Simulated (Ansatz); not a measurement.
`Cl[SiH]1[CH2][AlH]1`. The species carries charge 0 and has multiplicity 1.

Cartesian coordinates in Å:
```
Cl -1.032 0.239 -2.456
Si 0.042 0.818 -0.778
C -0.529 -0.156 0.747
Al 1.172 -0.959 0.217
H 0.009 2.304 -0.740
H -1.536 -0.548 0.877
H -0.268 0.470 1.618
H 2.143 -2.169 0.516
```

Q: Give the diagnostics of a CCSD(T)/def2-TZVPP run (frozen core, Ansatz). (Best estimate.)

A: Ansatz gave: T1 = 0.0114, largest single amplitude 0.013, largest double 0.053, (T) share of the correlation energy 4.3 %, 10 CCSD cycles. The RHF solution is stable towards an unrestricted one. T1 lies under the customary mark of 0.02 for closed shells.
